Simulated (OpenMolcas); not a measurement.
## 4d6 along the 42-electron sequence

```yaml
Program: OpenMolcas
Method: RASSCF
Basis: ANO-RCC-VTZP
Scalar_Hamiltonian: DKH2, point nucleus
Spin-orbit_coupling: state interaction with AMFI integrals over the reference wave functions, term energies averaged over their components
```

Active space for each ion: 12 electrons in 8 orbitals (RAS1 4p, at most 2 holes; RAS2 4d).

Computed levels in cm-1 above 5D4:

```json
{"Level": "5D3", "Ru2+": "1161", "Rh3+": "1558", "Pd4+": "2073", "Ag5+": "2575"}
{"Level": "5D2", "Ru2+": "1855", "Rh3+": "2442", "Pd4+": "3162", "Ag5+": "3849"}
{"Level": "5D1", "Ru2+": "2301", "Rh3+": "3024", "Pd4+": "3916", "Ag5+": "4775"}
{"Level": "5D0", "Ru2+": "2515", "Rh3+": "3299", "Pd4+": "4264", "Ag5+": "5193"}
{"Level": "3P2(1)", "Ru2+": "16855", "Rh3+": "18872", "Pd4+": "20521", "Ag5+": "22612"}
{"Level": "3H6", "Ru2+": "18944", "Rh3+": "21376", "Pd4+": "23426", "Ag5+": "25841"}
{"Level": "3H5", "Ru2+": "19237", "Rh3+": "21684", "Pd4+": "23715", "Ag5+": "26109"}
{"Level": "3F3(1)", "Ru2+": "19908", "Rh3+": "22511", "Pd4+": "24763", "Ag5+": "27425"}
{"Level": "3H4", "Ru2+": "20162", "Rh3+": "22991", "Pd4+": "25568", "Ag5+": "28528"}
{"Level": "weight of 5D in the lowest level (%)", "Ru2+": "99", "Rh3+": "98", "Pd4+": "98", "Ag5+": "97"}
```

Mixed levels, with the weight of the term that names them: Ru2+ 3H4 (63 %), Rh3+ 3H4 (63 %), Pd4+ 3H4 (62 %), Ag5+ 3H5 (73 %), Ag5+ 3H4 (61 %).

Measured, with the error of the calculation in %. Measured levels: Ru2+ from Moore, Atomic Energy Levels, vol. III, NSRDS-NBS 35 (1971 reprint of NBS Circular 467, 1958); Ag5+ from the list in Gamrath, thesis, University of Mons (2023).

| Level | Ru2+ | Ag5+ |
| --- | --- | --- |
| 5D3 | 1159 (+0.2) | 2692 (-4.4) |
| 5D2 | 1826 (+1.6) | 3953 (-2.6) |
| 5D1 | 2266 (+1.5) | 4941 (-3.4) |
| 5D0 | 2476 (+1.6) | 5380 (-3.5) |
| 3P2(1) |  | 21042 (+7.5) |
| 3H6 |  | 21512 (+20.1) |
| 3H5 |  | 21812 (+19.7) |
| 3F3(1) |  | 24441 (+12.2) |
| 3H4 |  | 25144 (+13.5) |

The fine-structure level 5D0 changes by a factor of 2.06 from Ru2+ to Ag5+. Its fourth root runs 7.08, 7.58, 8.08, 8.49, with steps per unit of Z of 0.50, 0.50, 0.41; equal steps would mean a (Z - σ)^4 law with constant σ.

3P2(1) changes by a factor of 1.34 over the same range, with steps per unit of Z of +2020, +1650, +2090 cm-1.

Without dynamic correlation excited terms often stand tens of per cent too high (terms of higher spin than the ground term too low), and those without a measured partner can miss by more than the paired ones. Active for correlation alone: 4p; no level in the range computed is led by a configuration that opens it, so any true level of that kind is missing. Computed and measured levels are paired by configuration, term and J; levels that our copy of the source lacks, or whose pairing is in doubt (as where it misses far off the trend of its configuration), stay unpaired and out of the deviations. Levels of configurations outside the active space are missing.

A number in round brackets counts repeated terms of one configuration in the order of the reference energies.
